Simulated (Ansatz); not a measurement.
A CCSD(T) single point on C2H6GeO (`C=[C](O)[GeH3]`).

```yaml
crystal:
  periodic: [false, false, false]
  atoms:
    - {symbol: C, position_ang: [-0.989068, 1.132257, -0.638749]}
    - {symbol: C, position_ang: [-0.019638, 0.225431, -0.563749]}
    - {symbol: O, position_ang: [0.728208, -0.050802, -1.671956]}
    - {symbol: Ge, position_ang: [0.356438, -0.722673, 1.103081]}
    - {symbol: H, position_ang: [-1.196391, 1.656941, -1.565694]}
    - {symbol: H, position_ang: [-1.591513, 1.363990, 0.228188]}
    - {symbol: H, position_ang: [1.389653, -0.717827, -1.478382]}
    - {symbol: H, position_ang: [0.195808, -2.238257, 0.879651]}
    - {symbol: H, position_ang: [-0.606729, -0.235328, 2.189192]}
    - {symbol: H, position_ang: [1.816433, -0.464834, 1.521219]}
basis:
  gaussian: {orbitals: def2-SVP}
correlation: {method: ccsd_t}
```

```sh
$ ansatz run in.yaml --threads 4 --pin off --events-out ev --progress --plain --max-ram 10444MiB
```

Output of Ansatz, abridged:

```
Functional definition: HF
1045 factors; integrals over basis functions are off by at most 1.5e-3 eV
mean field evaluation 1: about -60652.2751 eV, gradient 3.2e1 eV
mean field evaluation 2: about -60652.3359 eV, gradient 3.2e1 eV
mean field evaluation 4: about -60655.0270 eV, gradient 3.4e0 eV
mean field evaluation 8: about -60655.0706 eV, gradient 5.7e-4 eV
mean field -60655.07060933 eV, -2229.0327314095 hartree, gradient 3.3e-6 eV, S^2 0.000000; 0 other end points of the search recorded, 0 dependent functions left out
12 core orbitals not correlated: weight in the atoms' cores, before any rotation towards them, 1.000 or more for the frozen orbitals, at most 0.000 for the correlated occupied ones
reference -60655.07060933 eV, -2229.0327314095 hartree; 17, 17 occupied and 75, 75 virtual orbitals, 1045 factors
second order -18.74650593 eV of doubles, -0.00000000 eV of singles
cycle   1  -18.97140946 eV  change   -2.2e-1 eV  update   1.0e-1
cycle   2  -19.55343168 eV  change   -5.8e-1 eV  update   3.3e-2
cycle   3  -19.67239647 eV  change   -1.2e-1 eV  update   1.7e-2
cycle   4  -19.66561986 eV  change    6.8e-3 eV  update   4.2e-3
cycle   5  -19.66629032 eV  change   -6.7e-4 eV  update   1.8e-3
cycle   6  -19.66644332 eV  change   -1.5e-4 eV  update   4.5e-4
cycle   7  -19.66623765 eV  change    2.1e-4 eV  update   1.8e-4
cycle   8  -19.66623585 eV  change    1.8e-6 eV  update   6.3e-5
cycle   9  -19.66624358 eV  change   -7.7e-6 eV  update   2.7e-5
perturbative correction -0.61253040 eV, -0.0225100771 hartree
Total energy: -60675.34938331 eV, -2229.7779626078 hartree
```

Hardware: 4 threads of an Arm Neoverse V1 on a shared host. Wall time 5.5 s, peak host memory 0.48 GiB.

MP2 recovers 92.4 % of the CCSD(T) correlation energy and the triples give 3.0 %; T1 = 0.0116.
